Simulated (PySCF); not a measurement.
An unknown shows these calculated signals:

¹H NMR (400 MHz, computed): δ 6.62 (d, 1H), 5.94 (br s, 1H), 5.82 (m, 1H), 5.44 (br s, 1H), 5.29 (s, 2H), 4.92 (m, 2H).

¹³C{¹H} NMR (computed): δ 143.3 (C), 138.7 (CH), 137.9 (CH), 133.0 (CH2), 67.2 (CH2).

Fast rotation and ring inversion assumed for equivalent nuclei, gas phase, non-relativistic Hamiltonian, one conformer. PBE0/pcSseg-1 with gauge-including orbitals; coordinates at the GFN2-xTB level; PySCF.

Referencing at the same level of theory: ¹H (σ = 31.72 ppm) and ¹³C (σ = 186.93 ppm) against TMS.

**Question.** Which of these does the molecule contain: a Si–H bond, a nitrile, a CF3 group, a tert-butyl group, a non-aromatic C=C double bond?

**Answer.** 
- A Si–H bond: yes (δH 5.29 (s)).
- A nitrile: no.
- A CF3 group: no.
- A tert-butyl group: no.
- A non-aromatic C=C double bond: yes.

The data belong to SMILES C=C1C=CCO[SiH2]1, C₅H₈OSi; they needn't prove each group on their own.

Carbon signals by region: 4 in the sp2 and nitrile region (100–160 ppm), 1 at 50–100 ppm.

Shifts are as computed. Against solution values, carbons near 30 ppm lie about +3 ppm off and those near 130 ppm about +5 ppm. Of 1211 compounds with measured shifts, 218 miss one by over three times the rms of a fit or turn the order of signals round; such compounds aren't used in these exercises. Multiplicities follow the n + 1 count of equivalent neighbours, as no J values were calculated; m marks all less simple cases, F and P coupling included.
